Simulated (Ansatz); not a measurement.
Isolated molecules relaxed with PBE0-D4/def2-TZVP in Ansatz; ΔE leaves out vibrations. CBS: MP2 limit from def2 TZ/QZ plus the TZ coupled-cluster correction, frozen cores. DFT in def2-TZVPP. Each species was taken in one conformer, which may not be the lowest.

Consider the redistribution: `CSBO[SiH3]` + `CC[SiH]` → `CCBSC` + `[SiH]O[SiH3]`.

| level | ΔE (kJ/mol) |
| --- | --- |
| PBE-D4 | -33.1 |
| r2SCAN-D4 | -34.9 |
| PBE0 | -32.9 |
| CCSD(T)/def2-TZVPP | -36.6 |

Problem. What does CCSD(T)/CBS give? (Estimate.)

Solution. Ansatz gave: -36.7 kJ/mol. The listed levels differ from it by 3.6, 1.8, 3.8, 0.1 kJ/mol.

Largest T1 diagnostic among the species: 0.014.
